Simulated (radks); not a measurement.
Results of a calculation; reference values are marked as such.
Ionisation of the fluorine ion F3+, [He] 2s2 2p2, to F4+, [He] 2s2 2p1, under several functionals. Dirac Kohn-Sham, spin-unpolarised, spherical densities, finite nucleus; open shells are shared between the two j in proportion to 2j + 1; a radial shooting solver on a logarithmic mesh with Libxc functionals.

| functional | E(F3+) (hartree) | Exc (hartree) | IE (eV) | -e(HOMO) (eV) | <r> HOMO (bohr) | IE error (eV) |
|---|---|---|---|---|---|---|
| exchange-only B88 | -95.27159 | -8.25621 | 84.782 | 71.681 | 0.8291 | -2.393 |
| exchange-only PBE | -95.21511 | -8.19573 | 84.728 | 71.628 | 0.8305 | -2.447 |
| AM05 | -94.93375 | -7.89829 | 85.542 | 72.513 | 0.8291 | -1.633 |
| LDA (Slater exchange, Perdew-Wang correlation) | -94.82245 | -7.78144 | 85.877 | 72.814 | 0.8277 | -1.298 |
| PBEsol | -95.10845 | -8.08186 | 85.593 | 72.551 | 0.8291 | -1.582 |
| BLYP | -95.48192 | -8.46972 | 85.915 | 72.808 | 0.8282 | -1.260 |
| HCTH/407 | -95.40944 | -8.39934 | 86.122 | 73.135 | 0.8283 | -1.053 |

NIST Atomic Spectra Database: 87.18 eV (semi-empirical). Closest: HCTH/407. The Delta-SCF values span 1.39 eV, the total energies 0.66 hartree. The highest occupied level is 2p3/2. Spin polarisation and multiplet splitting are left out, so open shells lie too high by an amount that depends on their filling.

Beside tabulated values, note that spin-unpolarised runs miss the spin-polarisation part of the exchange energy of open shells.
